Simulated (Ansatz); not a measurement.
```yaml
crystal:
  periodic: [false, false, false]
  atoms:
    - {symbol: D, position_ang: [0.262344, -3.307269, -1.271101]}
    - {symbol: N, position_ang: [0.523229, -1.899817, -1.174752]}
    - {symbol: C, position_ang: [-0.061308, -1.253912, -0.250994]}
    - {symbol: C, position_ang: [0.107758, 0.158854, -0.044321]}
    - {symbol: C, position_ang: [-0.539949, 0.792150, 0.954949]}
    - {symbol: N, position_ang: [-0.437725, 2.103253, 1.281313]}
    - {symbol: C, position_ang: [0.299039, 3.031389, 0.470716]}
    - {symbol: H, position_ang: [-0.146392, -3.541750, -2.259569]}
    - {symbol: H, position_ang: [-0.438107, -3.681078, -0.507099]}
    - {symbol: H, position_ang: [1.200493, -3.865061, -1.182896]}
    - {symbol: H, position_ang: [-0.745041, -1.764750, 0.451014]}
    - {symbol: H, position_ang: [0.774101, 0.682465, -0.719594]}
    - {symbol: H, position_ang: [-1.202821, 0.222708, 1.601403]}
    - {symbol: H, position_ang: [-1.122535, 2.475883, 1.911571]}
    - {symbol: H, position_ang: [0.239167, 4.024894, 0.913405]}
    - {symbol: H, position_ang: [1.353288, 2.743038, 0.422566]}
    - {symbol: H, position_ang: [-0.084643, 3.078700, -0.556407]}
basis:
  gaussian: {orbitals: def2-TZVPD}
hamiltonian: {xc: {name: BHLYP}}
```

```sh
$ ansatz run in.yaml --threads 8 --pin off --events-out ev --progress --plain --max-ram 20889MiB
```

It prints (some lines left out):

```
Error: YAML parse error: error: line 4 column 16: `D` is not an element symbol (H … Og, case-exact)
 --> <input>:4:16
2 |   periodic: [false, false, false]
3 |   atoms:
4 |     - {symbol: D, position_ang: [0.262344, -3.307269, -1.271101]}
5 |     - {symbol: N, position_ang: [0.523229, -1.899817, -1.174752]}
6 |     - {symbol: C, position_ang: [-0.061308, -1.253912, -0.250994]}
```

Question: What is wrong with this run?

Answer: An element symbol is wrong. The program refused the input.
